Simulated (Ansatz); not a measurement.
`N=CS[CH2][AlH2]`. The species carries charge 0 and has multiplicity 1.

Z-matrix (Å, degrees):
```
C
Al 1 1.959
S 1 1.844 2 82.5
H 1 1.089 2 118.8 3 -103.9
H 1 1.089 2 124.7 3 108.2
H 2 1.582 1 117.8 3 91.4
H 2 1.584 1 117.2 3 -88.9
C 3 1.779 1 101.8 2 89.2
N 8 1.254 3 126.0 1 176.7
H 8 1.092 3 113.6 1 -2.8
H 9 1.020 8 113.3 3 0.4
```

Problem. Give the diagnostics of a CCSD(T)/def2-TZVPP run (frozen core, Ansatz 0.2.0). (An estimate is asked.)

Solution. Ansatz gave: T1 = 0.0137, largest single amplitude 0.021, largest double 0.041, (T) share of the correlation energy 4.5 %, 10 CCSD cycles. The RHF solution is stable towards an unrestricted one. T1 lies under the customary mark of 0.02 for closed shells.
